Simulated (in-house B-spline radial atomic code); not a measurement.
Successive ionisation energies of barium; each step leads to the configuration of the next row (after the last: [Ar] 3d8). NIST's values go from ground level to ground level; the uncertainty of those that are theory runs from under 0.1 % in few-electron ions to several per cent in heavy many-electron ones. Computed with a B-spline radial code for spherical atoms: non-relativistic Hartree-Fock, average of the configuration, point nuclei.

This level leaves out relativity, spin-orbit splitting included, which matters for heavy ions.

```
  ion      configuration  ionisation energy (eV)  tabulated value (eV)    tabulated kind  computed minus tabulated (eV)  highest orbital  largest mean radius (bohr)
Ba24+  [Ar] 3d10 4s2 4p2                   785.0                   809  tabulated theory                          -24.0               4p                     0.63379
Ba25+  [Ar] 3d10 4s2 4p1                       ?                     ?  tabulated theory                              ?                ?                           ?
Ba26+      [Ar] 3d10 4s2                   904.3                   935  tabulated theory                          -30.7               4s                     0.62016
Ba27+      [Ar] 3d10 4s1                   943.4                976.62    semi-empirical                          -33.2               4s                     0.61503
Ba28+          [Ar] 3d10                       ?                     ?  tabulated theory                              ?                ?                           ?
Ba29+           [Ar] 3d9                  1791.5                  1776  tabulated theory                           15.5               3d                     0.29743
```

Q: Fill in the row of Ba25+.

A: ionisation energy (eV): 821.5; tabulated value (eV): 846; computed minus tabulated (eV): -24.5; highest orbital: 4p; largest mean radius (bohr): 0.62827.

Q: Fill in the row of Ba28+.

A: ionisation energy (eV): 1705.5; tabulated value (eV): 1695; computed minus tabulated (eV): 10.5; highest orbital: 3d; largest mean radius (bohr): 0.29949.

Q: Where is the largest jump?

A: From Ba27+ to Ba28+, by a factor of 1.81 (943.44 to 1705.5 eV); the highest orbital goes from 4s to 3d.
